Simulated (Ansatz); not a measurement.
Cartesian coordinates in Å:
```
C 2.093 0.764 -1.000
C 1.375 0.150 -0.258
C 0.456 -0.545 0.605
F 0.568 -1.925 0.461
Sn -1.604 0.035 0.129
H 2.742 1.302 -1.650
H 0.659 -0.306 1.653
H -2.649 -0.865 1.133
H -1.873 -0.314 -1.513
H -1.766 1.703 0.440
```

Total charge 0; spin multiplicity 1. Sn takes the def2 core potential.

(1) List the PBE/def2-TZVPP orbital energies in eV (the Gaussian-basis code of Ansatz). (Estimate.)

Results:

(1) Computed: Occupied: -659.97, -271.71, -269.37, -269.17, -133.27, -89.21, -89.18, -89.17, -30.05, -25.68, -25.67, -25.66, -25.56, -25.56, -19.49, -17.35, -13.64, -13.14, -12.52, -12.38, -10.67, -8.82, -8.25, -8.08, -7.84, -7.26, -6.24. Lowest empty: -1.32, -0.88, -0.47, 0.09, 0.18, 0.62, 1.37, 1.51.
